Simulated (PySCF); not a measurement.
**Electron correlation in Se¹⁶⁺ (selenium, charge +16)**

[Ar], closed-shell 1S. All numbers are calculated (PySCF 2.14, the non-relativistic Hamiltonian (point nucleus), in an even-tempered Gaussian basis (17 s from 1.4 bohr⁻², ratio 2.5; 11 p from 1.8 bohr⁻², ratio 2.5; 5 d from 10 bohr⁻², ratio 2.7; 4 f from 16 bohr⁻², ratio 2.7)). Frozen: 1s2; 16 electrons correlated; the 18 highest virtual orbitals of each spin left out.

| level | correlation energy (mhartree) |
| --- | --- |
| CCSD | -611.52 |
| (T) | -2.74 |
| CCSD(T) | -614.26 |

Diagnostics: T1 = 0.00098, D1 = 0.0023, largest double amplitude 0.024.

Is a single reference adequate?

Yes, within this model without spin-orbit coupling: T1 lies below 0.03 and no double amplitude reaches 0.07.

At this charge a non-relativistic calculation is a model, useful for the Z dependence of the correlation energy.
